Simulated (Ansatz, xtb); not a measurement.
## Relative energy of two isomers of C6H6S2

Structure a: `Sc1ccc(S)cc1`, a singlet. Structure b: `Sc1cccc(S)c1`, a singlet. Both are isolated molecules in the gas phase, relaxed with PBE-D3(BJ)/def2-SVP; the shapes shown needn't be the lowest conformers.

a (Å):

```xyz
14

C    -1.2296   -0.7195    0.5059
C    -1.2302    0.2896   -0.4780
C    -0.6810    1.5499   -0.2105
C    -0.1155    1.8364    1.0483
C    -0.1149    0.8256    2.0336
C    -0.6633   -0.4325    1.7666
S    -1.9056   -2.3423    0.2460
S     0.6004    3.4082    1.4665
H    -2.3065   -2.1343   -1.0379
H    -1.6646    0.0949   -1.4706
H    -0.6959    2.3184   -0.9986
H     0.3740    4.0016    0.2627
H     0.3209    1.0246    3.0246
H    -0.6507   -1.2038    2.5518
```

b (Å):

```yaml
atoms:
  - { symbol: C, position_ang: [-1.8686, 1.1049, 0.5103] }
  - { symbol: C, position_ang: [-1.0562, 2.0556, -0.1435] }
  - { symbol: C, position_ang: [0.3247, 1.8366, -0.2305] }
  - { symbol: C, position_ang: [0.9153, 0.6916, 0.3196] }
  - { symbol: C, position_ang: [0.1043, -0.2599, 0.9740] }
  - { symbol: C, position_ang: [-1.2857, -0.0504, 1.0674] }
  - { symbol: S, position_ang: [-3.6126, 1.4337, 0.5913] }
  - { symbol: S, position_ang: [0.9060, -1.6929, 1.6520] }
  - { symbol: H, position_ang: [-3.9533, 0.3000, 1.2633] }
  - { symbol: H, position_ang: [-1.5055, 2.9596, -0.5805] }
  - { symbol: H, position_ang: [0.9578, 2.5784, -0.7408] }
  - { symbol: H, position_ang: [2.0012, 0.5337, 0.2437] }
  - { symbol: H, position_ang: [-0.2156, -2.2717, 2.1619] }
  - { symbol: H, position_ang: [-1.9190, -0.7924, 1.5777] }
```

Energies in hartree; the thermal terms are from GFN2-xTB frequencies at re-optimised GFN2-xTB minima (ideal gas, soft modes damped towards free rotors, one conformer each, 298.15 K, 1 atm) and include the zero-point energy:

```
                               a            b
E, CCSD(T)/def2-SVP  −1026.483261  −1026.483740
    E, MP2/def2-SVP  −1026.377539  −1026.377902
  E, MP2/def2-TZVPP  −1027.158083  −1027.158635
  zero-point energy      0.094472      0.094445
       H(298 K) − E      0.103648      0.103608
       G(298 K) − E      0.061984      0.061932
```

Task: Correct the CCSD(T) difference for the basis set by the MP2 change, then work out ΔE, ΔE₀, ΔH and ΔG for a → b in kcal/mol (1 Eh = 627.51 kcal/mol) and the equilibrium ratio [b]/[a].

Result: 1. Differences b − a: CCSD(T) −0.000479, MP2 in the small set −0.000363, MP2 in the large set −0.000552 Eh.
2. ΔE = −0.000479 + (−0.000552 − (−0.000363)) = −0.000668 Eh = −0.42 kcal/mol.
3. ΔE₀ = ΔE + ΔZPE = −0.000668 + (−0.000027) Eh = −0.44 kcal/mol.
4. ΔH = ΔE + (−0.000040) Eh = −0.44 kcal/mol.
5. ΔG = ΔE + (−0.000052) Eh = −0.45 kcal/mol, so ΔS = (ΔH − ΔG)/T = +0.1 J/(mol K).
6. kT = 0.9442 mEh, so K = [b]/[a] = exp(−ΔG/kT) = exp(+0.76) ≈ 2.1.

The two are too close for this level to say which is favoured. An error of 1 kcal/mol in ΔG would change K by a factor of 5.4. Mirror images and further conformers aren't counted.

As drawn, both hold the same kinds of bond in the same numbers.

Other levels gave ΔE = 0.0 (GFN2-xTB); −0.4 (HF/STO-3G, GFN2-xTB geometries); −0.5 (r2SCAN-D4/def2-SVP, GFN2-xTB geometries); −0.4 (PBE-D3(BJ)/def2-SVP); −0.3 (HF/def2-SVP); −0.2 (MP2/def2-SVP); −0.3 (CCSD(T)/def2-SVP) kcal/mol. The correlated steps freeze 16 core orbitals. Programs: Ansatz 0.2.0, xtb 6.7.1.
